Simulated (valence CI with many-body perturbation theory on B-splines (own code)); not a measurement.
Valence orbitals of Er³⁷⁺

Calculated by configuration interaction combined with many-body perturbation theory (CI+MBPT): three valence electrons over a frozen Dirac-Fock core [Ar] 3d10, radial functions for each j: 11 s, 11 p, 10 d, 8 f, 5 g, 2 h, with the one-electron correlation potential Σ1 (screened to all orders), the two-electron term Σ2, the three-electron term Σ3, Breit, model QED; selected single and double excitations, second order for the rest, scaled by the run's own slope (own B-spline code, finite nucleus).

No measured spectrum was set against this ion. As an estimate, large intervals hold to a few tenths of a per cent, small ones and those within an open d or f shell to about a per cent.

These are the spectroscopic orbitals of the CI (the correlating ones are not listed), shaped by the core and the other valence electrons. h is the expectation value of the core's Dirac-Fock operator, without the valence repulsion; Σ1 is computed up to l = 3 at one energy for each symmetry, that of its lowest orbital but kept below the first core excitation, so for empty shells it is not the orbital's own correlation shift; Breit and QED include the response of the core.

| Orbital | h (hartree) | Σ1 (cm⁻¹) | Breit (cm⁻¹) | QED (cm⁻¹) | ⟨r⟩ (bohr) |
| --- | --- | --- | --- | --- | --- |
| 4s1/2 | -68.335 | -14038 | 9873 | 7445 | 0.4488 |
| 5s1/2 | -40.737 | -5108 | 4417 | 3397 | 0.7535 |
| 6s1/2 | -27.07 | -2478 | 2304 | 1805 | 1.140 |
| 7s1/2 | -19.296 | -1413 | 1369 | 1078 | 1.603 |
| 8s1/2 | -14.449 | -887 | 881 | 695 | 2.146 |
| 9s1/2 | -11.224 | -595 | 600 | 475 | 2.767 |
| 4p1/2 | -65.261 | -14783 | 15476 | 120 | 0.4467 |
| 5p1/2 | -39.249 | -5430 | 6969 | 60.2 | 0.7607 |
| 6p1/2 | -26.248 | -2690 | 3728 | 34.0 | 1.153 |
| 7p1/2 | -18.794 | -1550 | 2239 | 21.0 | 1.624 |
| 8p1/2 | -14.121 | -980 | 1450 | 13.8 | 2.174 |
| 9p1/2 | -10.998 | -661 | 993 | 9.5 | 2.803 |
| 4p3/2 | -62.866 | -13059 | 9340 | 816 | 0.4650 |
| 5p3/2 | -38.133 | -5001 | 4236 | 378 | 0.7840 |
| 6p3/2 | -25.637 | -2522 | 2452 | 207 | 1.181 |
| 7p3/2 | -18.423 | -1467 | 1479 | 125 | 1.658 |
| 8p3/2 | -13.879 | -933 | 961 | 81.7 | 2.212 |
| 9p3/2 | -10.832 | -632 | 660 | 56.2 | 2.846 |
| 4d3/2 | -58.026 | -14657 | 6810 | -386 | 0.4540 |
| 5d3/2 | -35.84 | -5571 | 3171 | -171 | 0.7862 |
| 6d3/2 | -24.371 | -2825 | 1740 | -92.0 | 1.196 |
| 7d3/2 | -17.651 | -1651 | 1060 | -55.4 | 1.684 |
| 8d3/2 | -13.374 | -1055 | 693 | -36.0 | 2.251 |
| 4d5/2 | -57.514 | -14002 | 4213 | -95.6 | 0.4590 |
| 5d5/2 | -35.593 | -5328 | 1888 | -35.6 | 0.7924 |
| 6d5/2 | -24.233 | -2704 | 1035 | -17.2 | 1.203 |
| 7d5/2 | -17.566 | -1582 | 625 | -9.6 | 1.692 |
| 8d5/2 | -13.317 | -1011 | 407 | -5.9 | 2.261 |
| 4f5/2 | -52.345 | -14007 | 2496 | -221 | 0.4232 |
| 5f5/2 | -33.306 | -4599 | 1107 | -107 | 0.7712 |
| 6f5/2 | -22.996 | -2281 | 588 | -60.3 | 1.195 |
| 7f5/2 | -16.817 | -1334 | 352 | -37.2 | 1.696 |
| 4f7/2 | -52.224 | -13531 | 911 | -123 | 0.4250 |
| 5f7/2 | -33.235 | -4443 | 414 | -56.7 | 0.7735 |
| 6f7/2 | -22.953 | -2209 | 227 | -31.0 | 1.197 |
| 7f7/2 | -16.789 | -1295 | 137 | -18.9 | 1.700 |
| 5g7/2 | -32.121 |  | 92.7 | -22.2 | 0.7075 |
| 6g7/2 | -22.322 |  | 78.0 | -15.7 | 1.137 |
| 7g7/2 | -16.398 |  | 56.0 | -10.8 | 1.646 |
| 5g9/2 | -32.094 |  | -19.7 | -0.5 | 0.7085 |
| 6g9/2 | -22.306 |  | -15.6 | -2.9 | 1.138 |
| 7g9/2 | -16.388 |  | -11.6 | -2.7 | 1.647 |
| 6h9/2 | -22.2 |  |  |  | 1.022 |
| 6h11/2 | -22.19 |  |  |  | 1.022 |

Among the shells of the start configuration 4s2 4p1, Σ1 is largest in size for 4p1/2, where it is 0.10 % of h.

Lowest root of each symmetry, sizes in configuration state functions:

| J | Parity | Roots | Reference | Variational | Second order | Change by selected CI (cm⁻¹) | Change by second order (cm⁻¹) |
| --- | --- | --- | --- | --- | --- | --- | --- |
| 1/2 | even | 14 | 78 | 9952 | 13538 | -1777 | 0 |
| 3/2 | even | 21 | 129 | 16506 | 12908 | -930 | 0 |
| 5/2 | even | 23 | 141 | 20484 | 24344 | -1590 | 0 |
| 7/2 | even | 16 | 115 | 19565 | 23336 | -1749 | -2 |
| 9/2 | even | 9 | 80 | 13766 | 25450 | -2318 | -2 |
| 11/2 | even | 2 | 39 | 7278 | 15977 | -2060 | -5 |
| 1/2 | odd | 18 | 79 | 10854 | 10487 | -1954 | 0 |
| 3/2 | odd | 32 | 131 | 19632 | 15326 | -1889 | 0 |
| 5/2 | odd | 33 | 140 | 23395 | 21347 | -1622 | 0 |
| 7/2 | odd | 26 | 119 | 22520 | 24828 | -1857 | -1 |
| 9/2 | odd | 17 | 78 | 18914 | 24636 | -1072 | -1 |
| 11/2 | odd | 7 | 42 | 11531 | 15815 | -3405 | -3 |
| 13/2 | odd | 2 | 14 | 6335 | 13176 | -3369 | -3 |
